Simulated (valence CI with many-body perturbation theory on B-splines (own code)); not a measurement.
**Pt XXIX: E2, M1 decay**

Calculated by valence CI with perturbative core correlation (CI+MBPT): four valence electrons over a frozen Dirac-Fock core [Kr] 4d10, radial functions for each j: 8 s, 8 p, 9 d, 9 f, 6 g, 3 h, 2 i, with the one-electron correlation potential Σ1 (screened to all orders), the two-electron term Σ2, the three-electron term Σ3, Breit, model QED; selected single and double excitations, second order for the rest, scaled by the run's own slope (own B-spline code, finite nucleus).

The last digits are not significant, and no measured levels were compared; by estimate large intervals hold to a few tenths of a per cent, small ones and those within an open d or f shell to about a per cent. Core correlation moves these levels by up to 5500 cm⁻¹, and in measured spectra 5 to 20 % of such shifts remained as error; rates that hang on mixing are uncertain with them. Only levels of the ground parity were solved; by the run's estimate the other parity begins above the list, which can be wrong where configurations are misplaced.

Lines 51 to 100 of 120 in falling wavelength, among levels below 172780 cm⁻¹, chosen from the decays that carry over 1 % of a level's rate. Wavelengths and rates use the calculated energies. Electric multipoles are in the length gauge, E1 and E2 with the static RPA response of the core. S is in atomic units (e²a₀⁴ for E2 and M2, e²a₀⁶ for E3), for M1 in squared Bohr magnetons. Weak lines are less certain than strong ones. Lines between different terms over intervals too small for the method are left out, as are lines whose strength nearly cancels. Where a level lies close to another of its J and parity, the split of strength between their lines is uncertain.

Levels are named by their leading jj configuration (3d3/2^4 stands for four electrons in 3d with j = 3/2), which in mixed levels can hold well under half, so a name can repeat and another be missing. Letters in brackets count levels of one name in rising energy.

```tsv
λ vac (Å)	Upper	Lower	Type	A (s⁻¹)	S (a.u.)
2880	(4f5/2^2 4f7/2^2) J=5 [c]	(4f5/2^3 4f7/2) J=5 [b]	M1	1.75e+02	1.71e+00
2724	(4f5/2^2 4f7/2^2) J=2 [a]	(4f5/2^3 4f7/2) J=3 [a]	M1	4.95e+02	1.85e+00
2706	(4f5/2^3 4f7/2) J=5 [b]	(4f5/2^2 4f7/2^2) J=6 [a]	M1	1.02e+02	8.28e-01
2686	(4f5/2^3 4f7/2) J=4 [b]	(4f5/2^2 4f7/2^2) J=4 [a]	M1	1.68e+02	1.09e+00
2679	(4f5/2^2 4f7/2^2) J=1	(4f5/2^3 4f7/2) J=2 [b]	M1	6.87e+02	1.47e+00
2643	(4f5/2^2 4f7/2^2) J=3 [a]	(4f5/2^3 4f7/2) J=3 [a]	M1	4.58e+02	2.19e+00
2638	(4f5/2^4) J=2	(4f5/2^4) J=4	E2	2.68e-02	1.53e-02
2635	(4f5/2^2 4f7/2^2) J=2 [b]	(4f5/2^3 4f7/2) J=2 [b]	M1	6.90e+02	2.34e+00
2601	(4f5/2 4f7/2^3) J=7 [a]	(4f5/2^2 4f7/2^2) J=7 [a]	M1	6.99e+02	6.84e+00
2515	(4f5/2^2 4f7/2^2) J=7 [a]	(4f5/2^2 4f7/2^2) J=6 [a]	M1	8.28e+02	7.33e+00
2462	(4f5/2^2 4f7/2^2) J=1	(4f5/2^3 4f7/2) J=2 [a]	M1	2.22e+01	3.68e-02
2425	(4f5/2^2 4f7/2^2) J=2 [b]	(4f5/2^3 4f7/2) J=2 [a]	M1	6.38e+01	1.69e-01
2346	(4f5/2^2 4f7/2^2) J=4 [b]	(4f5/2^3 4f7/2) J=4 [a]	M1	6.47e+02	2.79e+00
2346	(4f5/2^2 4f7/2^2) J=6 [d]	(4f5/2^3 4f7/2) J=5 [b]	M1	1.24e+02	7.73e-01
2344	(4f5/2^2 4f7/2^2) J=4 [c]	(4f5/2^3 4f7/2) J=3 [b]	M1	3.91e+01	1.68e-01
2289	(4f5/2^4) J=0	(4f5/2^3 4f7/2) J=1 [a]	M1	3.41e-01	1.51e-04
2270	(4f5/2 4f7/2^3) J=7 [a]	(4f5/2^2 4f7/2^2) J=6 [b]	M1	1.69e+03	1.10e+01
2253	(4f5/2^2 4f7/2^2) J=2 [b]	(4f5/2^3 4f7/2) J=3 [a]	M1	3.94e+01	8.35e-02
2246	(4f5/2^2 4f7/2^2) J=3 [b]	(4f5/2^3 4f7/2) J=3 [b]	M1	2.13e+02	6.27e-01
2245	(4f5/2^2 4f7/2^2) J=3 [b]	(4f5/2^3 4f7/2) J=2 [b]	M1	1.62e+02	4.75e-01
2215	(4f5/2^2 4f7/2^2) J=2 [a]	(4f5/2^3 4f7/2) J=1 [a]	M1	7.09e+02	1.43e+00
2201	(4f5/2^2 4f7/2^2) J=6 [d]	(4f5/2^2 4f7/2^2) J=6 [b]	M1	1.78e+02	9.13e-01
2091	(4f5/2^2 4f7/2^2) J=5 [a]	(4f5/2^3 4f7/2) J=4 [a]	M1	9.81e+01	3.66e-01
2090	(4f5/2^2 4f7/2^2) J=3 [b]	(4f5/2^3 4f7/2) J=2 [a]	M1	6.45e+01	1.53e-01
2036	(4f5/2^2 4f7/2^2) J=4 [c]	(4f5/2^3 4f7/2) J=3 [a]	M1	1.11e+02	3.14e-01
1984	(4f5/2^2 4f7/2^2) J=9	(4f5/2^3 4f7/2) J=8	M1	6.02e+02	3.31e+00
1951	(4f5/2^2 4f7/2^2) J=6 [b]	(4f5/2^3 4f7/2) J=5 [a]	M1	1.49e+03	5.32e+00
1943	(4f5/2^2 4f7/2^2) J=2 [c]	(4f5/2^3 4f7/2) J=3 [b]	M1	9.46e+02	1.29e+00
1923	(4f5/2^3 4f7/2) J=4 [a]	(4f5/2^4) J=4	M1	9.89e+02	2.35e+00
1916	(4f5/2^2 4f7/2^2) J=1	(4f5/2^3 4f7/2) J=1 [a]	M1	6.69e+02	5.24e-01
1893	(4f5/2^2 4f7/2^2) J=2 [b]	(4f5/2^3 4f7/2) J=1 [a]	M1	5.23e+02	6.58e-01
1850	(4f5/2^3 4f7/2) J=5 [b]	(4f5/2^3 4f7/2) J=5 [a]	M1	2.01e+02	5.20e-01
1829	(4f5/2^2 4f7/2^2) J=5 [b]	(4f5/2^3 4f7/2) J=4 [a]	M1	6.25e+02	1.56e+00
1825	(4f5/2^2 4f7/2^2) J=2 [c]	(4f5/2^3 4f7/2) J=2 [a]	M1	9.27e+02	1.04e+00
1747	(4f5/2^2 4f7/2^2) J=4 [c]	(4f5/2^3 4f7/2) J=4 [a]	M1	5.87e+02	1.04e+00
1740	(4f5/2^4) J=0	(4f5/2^4) J=2	E2	1.52e+00	2.17e-02
1726	(4f5/2^2 4f7/2^2) J=2 [c]	(4f5/2^3 4f7/2) J=3 [a]	M1	2.29e+02	2.19e-01
1718	(4f5/2^2 4f7/2^2) J=8 [b]	(4f5/2^3 4f7/2) J=7	M1	2.36e+02	7.53e-01
1697	(4f5/2^2 4f7/2^2) J=2 [a]	(4f5/2^4) J=2	M1	3.28e+01	2.97e-02
1691	(4f5/2^2 4f7/2^2) J=3 [b]	(4f5/2^3 4f7/2) J=4 [a]	M1	5.88e+01	7.38e-02
1682	(4f5/2^3 4f7/2) J=4 [b]	(4f5/2^3 4f7/2) J=3 [a]	M1	3.53e+02	5.60e-01
1678	(4f5/2^2 4f7/2^2) J=4 [a]	(4f5/2^3 4f7/2) J=5 [a]	M1	1.49e+02	2.35e-01
1668	(4f5/2^2 4f7/2^2) J=5 [a]	(4f5/2^2 4f7/2^2) J=6 [a]	M1	2.05e+02	3.88e-01
1666	(4f5/2^2 4f7/2^2) J=6 [c]	(4f5/2^3 4f7/2) J=7	M1	1.68e+02	3.75e-01
1663	(4f5/2^3 4f7/2) J=3 [a]	(4f5/2^4) J=4	M1	1.10e+02	1.31e-01
1624	(4f5/2^2 4f7/2^2) J=0 [a]	(4f5/2^3 4f7/2) J=1 [a]	M1	3.41e+02	5.43e-02
1507	(4f5/2^2 4f7/2^2) J=2 [c]	(4f5/2^3 4f7/2) J=1 [a]	M1	4.50e+02	2.85e-01
1502	(4f5/2 4f7/2^3) J=7 [a]	(4f5/2^3 4f7/2) J=7	M1	3.53e+01	6.66e-02
1502	(4f5/2^3 4f7/2) J=3 [b]	(4f5/2^4) J=4	M1	1.44e+02	1.27e-01
1502	(4f5/2^2 4f7/2^2) J=2 [b]	(4f5/2^4) J=2	M1	6.31e+01	3.96e-02
```
